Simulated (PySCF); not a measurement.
One formula, C13H12, several structures.

PySCF, PBE0/def2-SVPD, density fitting, gas phase; each molecule at its own PBE0-D3(BJ)/def2-SVP geometry, one conformer. Singlet excitations by full TDDFT with frozen cores and triplets by Tamm–Dancoff TDDFT. 

Torsions of the conformers computed, which needn't be the lowest (atom-mapped SMILES):
- `[CH3:1][c:2]1[cH:3][cH:4][c:5](-[c:6]2[cH:7][cH:8][cH:9][cH:10][cH:11]2)[cH:12][cH:13]1`: C4–C5–C6–C7 -143°
- `[CH2:1]=[C:2]([CH3:3])[c:4]1[cH:5][cH:6][c:7]2[cH:8][cH:9][cH:10][cH:11][c:12]2[cH:13]1`: C1–C2–C4–C5 146°
- `[CH3:1][c:2]1[cH:3][cH:4][cH:5][c:6](-[c:7]2[cH:8][cH:9][cH:10][cH:11][cH:12]2)[cH:13]1`: C5–C6–C7–C8 142°
- `[cH:1]1[cH:2][cH:3][c:4]([CH2:5][c:6]2[cH:7][cH:8][cH:9][cH:10][cH:11]2)[cH:12][cH:13]1`: C3–C4–C5–C6 129°, C4–C5–C6–C7 -52°
- `[CH3:1][c:2]1[cH:3][cH:4][cH:5][cH:6][c:7]1-[c:8]1[cH:9][cH:10][cH:11][cH:12][cH:13]1`: C6–C7–C8–C9 -124°
- `[CH:1]1=[CH:2][CH2:3][CH:4]=[CH:5][C:6]([c:7]2[cH:8][cH:9][cH:10][cH:11][cH:12]2)=[CH:13]1`: C5–C6–C7–C8 -38°

The conformers of `C=CC1=C[C@@H]2C[C@H]1c1ccccc12` aren't listed.

Reference: `C#C[C@@]1(C)C[C@@]12C=CC=C2C#CC`, with HOMO energy -5.88 eV, LUMO energy -1.31 eV, lowest singlet excitation 3.95 eV, lowest triplet excitation 2.38 eV and mean polarisability 157.2 au.

Changes against it:

| molecule | Δ electronic energy (kcal/mol) | Δ HOMO energy (eV) | Δ LUMO energy (eV) | Δ lowest singlet excitation (eV) | Δ lowest triplet excitation (eV) | Δ mean polarisability (au) |
| --- | --- | --- | --- | --- | --- | --- |
| Cc1cccc(-c2ccccc2)c1 | -127.4 | -0.65 | +0.36 | +0.96 | +1.15 | -2.0 |
| c1ccc(Cc2ccccc2)cc1 | -122.9 | -0.96 | +0.87 | +1.29 | +1.63 | -9.7 |
| C=CC1=C[C@@H]2C[C@H]1c1ccccc12 | -89.2 | -0.32 | +0.26 | +0.51 | +0.38 | -10.7 |
| Cc1ccccc1-c1ccccc1 | -125.5 | -0.80 | +0.53 | +1.09 | +1.37 | -6.3 |
| C1=CCC=CC(c2ccccc2)=C1 | -92.4 | -0.30 | -0.04 | +0.24 | +0.38 | +0.2 |

Rows whose labels were lost:

```csv
row,Δ electronic energy (kcal/mol),Δ HOMO energy (eV),Δ LUMO energy (eV),Δ lowest singlet excitation (eV),Δ lowest triplet excitation (eV),Δ mean polarisability (au)
P,-127.4,-0.54,+0.40,+0.94,+1.11,-0.1
Q,-117.1,-0.31,-0.08,+0.22,+0.44,+4.4
R,+1.2,+0.06,+0.04,-0.03,0.00,-2.3
```

**Question.** Which row belongs to which of `Cc1ccc(-c2ccccc2)cc1`, `C=C(C)c1ccc2ccccc2c1` and `C#C[C@@]1(C)C[C@]12C=CC=C2C#CC`?

**Answer.** P = `Cc1ccc(-c2ccccc2)cc1`, Q = `C=C(C)c1ccc2ccccc2c1` and R = `C#C[C@@]1(C)C[C@]12C=CC=C2C#CC`. P and Q are told apart most clearly by the electronic energy (-127.4 against -117.1 kcal/mol); P and R are told apart most clearly by the electronic energy (-127.4 against +1.2 kcal/mol); Q and R are told apart most clearly by the electronic energy (-117.1 against +1.2 kcal/mol); P comes close to the labelled row of `Cc1cccc(-c2ccccc2)c1` in every column; Q lies nearest to the labelled row of `C1=CCC=CC(c2ccccc2)=C1`.

**Question.** Fit a straight line for the change of the HOMO energy against that of the lowest triplet excitation over the labelled rows, and test it on P, Q and R.

**Answer.** Over the 5 labelled rows the slope is -0.505 eV/eV, the intercept -0.11 eV, r = -1.00 and the standard error 0.03 eV. P: predicted -0.67, computed -0.54 eV; Q: predicted -0.33, computed -0.31 eV; R: predicted -0.11, computed +0.06 eV. The mean miss is 0.11 eV, against 0.34 eV for guessing the labelled rows' mean: the line carries over to these rows.
